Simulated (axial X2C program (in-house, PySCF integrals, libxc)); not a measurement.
## Low determinants of GaP at the PBE0 level, with spin–orbit coupling

Calculated with an in-house relativistic program for diatomic molecules. Two-component (2c) means X2C with spin–orbit coupling and atomic mean-field two-electron Coulomb and Gaunt terms. Basis: Ga dyall-cv3z [9s9p7d4f1g], P dyall-v3z [8s7p2d1f] (cores contracted in-house); Gaussian nuclei, density fitting, unrestricted open shells. Masses: Ga 68.926 u, P 30.974 u.

Search at 2.190 Å (vertical energies from the lowest determinant):

```tsv
ΔE (eV)	state	electrons beyond evenly filled partner blocks	electrons in ±ω = 1/2, 3/2, 5/2, 7/2
0.00	Ω = 2	ω = 1/2, ω = 3/2	33 11 2 0
0.15	Ω = 1	ω = -1/2, ω = 3/2	33 11 2 0
0.20	Ω = 1	2 × ω = 1/2	32 12 2 0
1.05	Ω = 0	none	34 10 2 0
1.13	Ω = 0	none	32 12 2 0
2.33	Ω = 3	2 × ω = 3/2	32 12 2 0
3.61	Ω = 4	2 × ω = 1/2, 2 × ω = 3/2	32 12 2 0
```

Lowest determinant, Ω = 2 (⟨Sz⟩ = 1.00, ⟨Lz⟩ = 1.00 at PBE0): Re = 2.229 Å, ωe = 359.9 cm⁻¹.

The determinant in row 2 of the search, Ω = 1 (⟨Sz⟩ = 1.00, ⟨Lz⟩ = 0.00 at PBE0), was followed along the bond at PBE0; measured from the minimum of the lowest determinant it gives:

Te = -0.165 eV (-1332 cm⁻¹), Re = 2.455 Å, ωe = 290.9 cm⁻¹.

Q: Compare the bond of the determinant in row 2 with that of the lowest one.

A: At PBE0 its Re is 0.226 Å longer and its force constant, which goes as ωe², is 0.65 times that of the lowest determinant. T0 ≈ Te + Δωe/2 = -1332 + (-34) = -1366 cm⁻¹.

The search compares states at one distance, so a state with another bond length can lie lower; it is not exhaustive and yields mostly the lowest determinant of each block pattern, so other components and higher states of one pattern are missing. These are energies of single determinants, not of spin-adapted states; PBE0 term energies can be off by some tenths of an eV, and the functional has no current term. Open-shell Ω = 0 determinants with evenly filled partner blocks cannot be reached by this program, so the Ω shown need not be the lowest component. The lowest determinant need not be the ground state where others lie within half an eV.
